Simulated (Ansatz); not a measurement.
Ansatz (a program for electronic structure) input (PBE0/pcseg-1): A basis named .json is the Basis Set Exchange file of that set (core-valence sets with the plain set on hydrogen).

Ansatz 0.2 input:
```yaml
crystal:
  periodic: [false, false, false]
  atoms:
    - {symbol: Al, position_ang: [-0.00000000, -0.00000000, -1.22411171]}
    - {symbol: Cl, position_ang: [0.00000000, 0.00000000, 0.93608542]}
basis:
  gaussian:
    orbitals: pcseg-1.json
hamiltonian:
  xc: {name: PBE0}
output: {forces: true}
magnetization: {spin_polarized: false}
```

Output:

```
Functional definition: PBE0
integrals: 0.01 GiB planned
330 factors; integrals over basis functions are off by at most 1.4e-3 eV
mean field: 0.08 GiB planned
mean field evaluation 1: about -19112.0740 eV, gradient 1.5e1 eV
mean field evaluation 2: about -19111.4734 eV, gradient 2.1e1 eV
mean field evaluation 4: about -19112.8679 eV, gradient 3.9e-1 eV
mean field evaluation 8: about -19112.8701 eV, gradient 4.7e-4 eV
mean field -19112.87005409 eV, -702.3850193192 hartree, gradient 7.8e-6 eV, S^2 0.000000; 0 other end points of the search recorded, 0 dependent functions left out
the calculation of the forces begins
reference -19112.87007489 eV, -702.3850200836 hartree; 15, 15 occupied and 21, 21 virtual orbitals, 330 factors
Total energy: -19112.87007489 eV, -702.3850200836 hartree
Atom 0 at    -0.000000    -0.000000    -1.224112 Å, force     0.000000     0.000000    -0.037523 eV/Å
Atom 1 at     0.000000     0.000000     0.936085 Å, force    -0.000000    -0.000000     0.037523 eV/Å
Dipole moment:    -0.000000     0.000000    -0.384362 e Å
```
